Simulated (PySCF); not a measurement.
# [MnO4]2-: bond length as a parameter

[MnO4]2- holds Mn(VI), d1, at total charge -2. The structure is a model geometry with rigid ligands and bond lengths from ionic radii, not a minimum; coordination tetrahedral, point group Td, metal–donor distances 1.61 Å.

The d shell alone is too small an active space for [MnO4]2- (an active orbital has only 0.52 squared overlap with the free ion's shell): its levels, fitted parameters, g values and moments show what this model gives and aren't sound predictions.

```
5

Mn    0.0000    0.0000    0.0000
O     0.9324    0.9324    0.9324
O    -0.9324   -0.9324    0.9324
O    -0.9324    0.9324   -0.9324
O     0.9324   -0.9324   -0.9324
```

Method (PySCF 2.14, density fitting): CASSCF(1,5) with orbitals averaged over all microstates of the shell, strongly contracted NEVPT2 on the averaged canonical orbitals; basis x2c-TZVPall on the metal, x2c-SVPall elsewhere; spin-free X2C; IEF-PCM water; spin-orbit coupling by state interaction with the mean-field operator over all roots.

All metal–ligand distances are scaled together.

```csv
bond length,group,ground,next state (NEVPT2) / cm⁻¹,orbital energies above the lowest (NEVPT2 fit) / cm⁻¹,μeff(300 K) / μB
1.486 Å,Td,2E,2T2 22729,0 0 22729 22729 22729,1.72
1.550 Å,Td,2E,2T2 19838,0 0 19838 19838 19838,1.72
1.615 Å,Td,2E,2T2 17664,0 0 17664 17664 17664,1.72
1.680 Å,Td,2E,2T2 16272,0 0 16272 16272 16272,1.72
```

Problem. With what power of the bond length does 10Dq, as fitted to the states, fall?

Solution. A log–log fit of these points gives 10Dq ∝ R^−2.7; a point-charge model has R^−5 (correlation -0.996).

At 1.486 Å, 1.550 Å, 1.615 Å, 1.680 Å the ground state is orbitally degenerate, so the regular structure would distort there (Jahn–Teller).

Charge-transfer states lie outside this active space and may come lower than some of these levels. NEVPT2 on the d shell alone tends to put d–d bands too high for such charged or covalently bound ions.
